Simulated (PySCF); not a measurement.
CHCl2, SMILES Cl[CH]Cl, multiplicity 2. Atoms are numbered in the order given.

```xyz
4

Cl    -0.0084     0.1706    -1.4677
C      0.0874    -0.6812     0.0000
Cl    -0.0084     0.1706     1.4677
H     -0.2374    -1.7117     0.0000
```
Charge 0, spin multiplicity 2.

Coordinates come from a r2SCAN-D4/def2-TZVP optimisation. The isomer is the one that the SMILES or the coordinates give; other isomers of the formula were not compared.

Level of theory: PBE0/pcH-1 (PySCF).

Unrestricted Kohn–Sham, ⟨S²⟩ = 0.755. Hyperfine tensors hold the contact and dipolar terms, without spin-orbit corrections.

### Question
Estimate the hyperfine couplings. (Estimate from the structure and the level; the computed values follow.)

### Answer

```
nucleus     A(iso) (MHz)  A(iso) (G)  dipolar principal values (MHz)
----------  ------------  ----------  ------------------------------
35Cl no. 1           9.1         3.2              -30.7, -19.1, 49.9
13C no. 2          207.8        74.1             -77.6, -77.5, 155.0
35Cl no. 3           9.1         3.2              -30.7, -19.1, 49.9
1H no. 4           -48.1       -17.2               -34.7, -3.4, 38.1
```

### Question
And the g tensor (effective nuclear charges for spin-orbit coupling, GIAO)? (Estimate from the structure and the level; the computed values follow.)

### Answer
principal values 2.0008, 2.0124, 2.0130; isotropic 2.0087.
